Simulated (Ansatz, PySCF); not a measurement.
Isomers of H3B2N. Isolated molecules, 0 K electronic values unless said otherwise. One relaxed conformer stands for each flexible species; it need not be the lowest. Strings in code marks are SMILES.

Quantity: vertical ionisation energy (energy after one electron is removed minus that of the parent at the parent's geometry), in eV. The restricted reference of `B=BN` is unstable towards unrestricted orbitals.

Level 1: frozen-core CCSD(T)/cc-pVQZ // CAM-B3LYP-D3(BJ)/def2-TZVP (Ansatz, an electronic-structure program)
Level 2: CAM-B3LYP-D3(BJ)/def2-TZVP (PySCF)
Level 3: PBE-D3(BJ)/def2-TZVP // CAM-B3LYP-D3(BJ)/def2-TZVP (PySCF)
Level 4: PBE/6-31G* // CAM-B3LYP-D3(BJ)/def2-TZVP (PySCF)

```json
[
 {"species": "`BB=N`", "level 1": "11.04", "level 2": "10.87", "level 3": "10.69", "level 4": "10.47"},
 {"species": "`B=NB`", "level 1": "10.56", "level 2": "10.31", "level 3": "10.05", "level 4": "9.95"},
 {"species": "`B=BN`", "level 1": "7.34", "level 2": "7.25", "level 3": "7.22", "level 4": "6.92"}
]
```
